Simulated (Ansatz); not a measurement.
Input and output for ClF₄HMoO, SMILES `[OH][Mo]([F])([F])([F])([F])[Cl]`.

```yaml
crystal:
  periodic: [false, false, false]
  atoms:
    - {symbol: O, position_ang: [-0.700133, 0.623952, -1.222269]}
    - {symbol: Mo, position_ang: [0.209014, -0.056244, 0.207457]}
    - {symbol: F, position_ang: [-1.319065, -1.086253, 0.435672]}
    - {symbol: F, position_ang: [0.797817, -0.954472, 1.687615]}
    - {symbol: F, position_ang: [0.984990, -1.386083, -0.786224]}
    - {symbol: F, position_ang: [-0.445024, 1.210728, 1.358556]}
    - {symbol: Cl, position_ang: [2.046099, 1.206497, -0.096628]}
    - {symbol: H, position_ang: [-1.573719, 0.441875, -1.584160]}
basis:
  gaussian: {orbitals: def2-SVPD}
total_charge: -1
magnetization: {spin_polarized: true, initial_magnetization: 1}
hamiltonian: {xc: {name: PBE}}
scf: {lower_state_search: off}
```

```sh
$ ansatz run in.yaml --threads 4 --pin off --events-out ev --progress --plain --max-ram 11315MiB
```

It prints (some lines left out):

```
Functional definition: PBE
1571 factors; their error is unknown
mean field evaluation 1: about -27280.1638 eV, gradient 4.9e1 eV
mean field evaluation 2: about -27075.0188 eV, gradient 2.0e2 eV
mean field evaluation 4: about -27286.2479 eV, gradient 2.7e1 eV
mean field evaluation 8: about -27288.8058 eV, gradient 5.8e0 eV
mean field evaluation 16: about -27288.9703 eV, gradient 2.4e0 eV
mean field -27288.94685004 eV, -1002.8502996265 hartree, gradient 1.1e-6 eV, S^2 0.752041; 0 other end points of the search recorded, 0 dependent functions left out
reference -27288.94690301 eV, -1002.8503015732 hartree; 39, 38 occupied and 145, 146 virtual orbitals, 1571 factors
Total energy: -27288.94690301 eV, -1002.8503015732 hartree
Checks for a lower state left out: stability, starts, cluster_reference, orbital_swaps, neighbouring_geometries, increment
```

Run time 6 s (4 threads of an Intel Xeon Platinum 8488C on a shared host); peak host memory 0.3 GiB.
